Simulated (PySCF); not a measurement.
B3LYP has the VWN-RPA correlation part, as in Gaussian. 

Cartesian coordinates (Å):
SMILES: [CH3][GaH]
```xyz
6

C     -0.6589     0.0162     0.0680
Ga     1.2574    -0.3388     0.5654
H     -0.8959    -0.5789    -0.8182
H     -1.3582    -0.2284     0.8646
H     -0.7559     1.0733    -0.1933
H      2.4114     0.0566    -0.4865
```
Charge 0, spin multiplicity 2.

Estimate the highest occupied spin orbital, dipole moment and total energy that B3LYP-D3(BJ)/def2-TZVP (PySCF) returns for this input.


- highest occupied spin orbital = -5.05 eV
- dipole moment = 0.68 D
- total energy = -1965.3909 Ha
